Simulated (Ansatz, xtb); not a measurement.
Isomers of C4H8BF in order of energy

5 gas-phase structures of C4H8BF, from a drawn sample of its isomers (lower ones may exist). Each was relaxed with GFN2-xTB; where two conformers were screened, the lower at r2SCAN-D4/def2-SVP is listed:

A. `C=C(BF)CC`, a singlet
B. `C/C=C(/C)BF`, a singlet
C. `C[C@@H]1C[C@H]1BF`, a singlet
D. `C/C=C\CBF`, a singlet
E. `FB1CCCC1`, a singlet

Make a reasoned guess at their ranking by r2SCAN-D4/def2-SVP single-point energy.

Calculated order at r2SCAN-D4/def2-SVP: E (0.000), B (0.973), A (1.103), C (1.109), D (1.203) eV. Less than 1 kcal/mol parts A and C, so the order within that pair means little.

Energies above the lowest of each column, in eV; the last columns are at B3LYP-D3(BJ)/def2-SVP geometries and were run for some of them only (a dash: not run or not comparable):

| structure | GFN2-xTB | HF/STO-3G | r2SCAN-D4/def2-SVP | B3LYP-D3(BJ)/def2-SVP | CCSD(T)/def2-SVP + ΔMP2/def2-TZVPP |
| --- | --- | --- | --- | --- | --- |
| E | 0.000 | 0.000 | 0.000 | 0.000 | 0.000 |
| B | 0.681 | 2.094 | 0.973 | 0.813 | 0.824 |
| A | 0.846 | 2.170 | 1.103 | – | – |
| C | 0.504 | 1.920 | 1.109 | – | – |
| D | 0.860 | 2.300 | 1.203 | – | – |

Every level run on E puts it lowest or level with the lowest. Some further structures that were screened fall inside this span and aren't listed. Flexible structures stand in one conformer each, not always the lowest. Frequencies (GFN2-xTB) were run for B, E alone. ΔMP2 is the change of the MP2 energy from the smaller to the larger basis.

Over these structures GFN2-xTB departs from r2SCAN-D4/def2-SVP by 0.140 eV on average once a common shift is removed. A GFN2-xTB relaxation took about 0.16 s and the r2SCAN-D4/def2-SVP energy about 2 s on a shared host (Ansatz 0.2.0, xtb 6.7.1).
